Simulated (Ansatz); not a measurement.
Mulliken charges of CSe, SMILES `[C][Se]` from r2SCAN/def2-TZVPP in Ansatz (PBE0-D4/def2-TZVP geometry).

```tsv
atom	x (Å)	y (Å)	z (Å)	charge (e)
C1	0.000	0.000	-0.009	-0.182
Se2	0.000	0.000	1.663	0.182
```

Question: By hand: the dipole of these point charges (1 e Å = 4.8032 D).

Answer: Σ q r = (0.000, 0.000, 0.304) e Å, of length 0.304 e Å = 1.46 D.

Question: How does the dipole of the full density compare? (Best estimate.)

Answer: Computed: (0.000, 0.000, 0.440) e Å, 2.11 D; the point charges give 0.69 times that, at 0° from its direction.

Point charges leave out the atoms' own dipoles, such as those of lone pairs, and Mulliken's split depends on the basis, so the two needn't agree.
